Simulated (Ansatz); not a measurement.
Species: CH₆B₂O, SMILES `BBCO` (charge 0, multiplicity 1).

Task: Give a relaxed geometry from Ansatz (a first-principles code) with B3LYP-D3(BJ)/def2-TZVP.

Result: Several could match; the one computed here: the end point of this relaxation, one of several conformers (outside a Z-matrix the atoms follow the SMILES, hydrogens last).
Bonds (Å): B1–B2 1.639, B1–H5 1.195, B1–H6 1.197, B2–C3 1.560, B2–H7 1.202, C3–O4 1.435, C3–H8 1.102, C3–H9 1.098, O4–H10 0.962. Angles (°): B2–B1–H5 121.4, B2–B1–H6 122.8, H5–B1–H6 115.8, B1–B2–C3 126.6, B1–B2–H7 118.5, C3–B2–H7 114.9, B2–C3–O4 118.3, B2–C3–H8 110.0, B2–C3–H9 106.9, O4–C3–H8 110.8, O4–C3–H9 105.7, H8–C3–H9 104.0, C3–O4–H10 108.5.
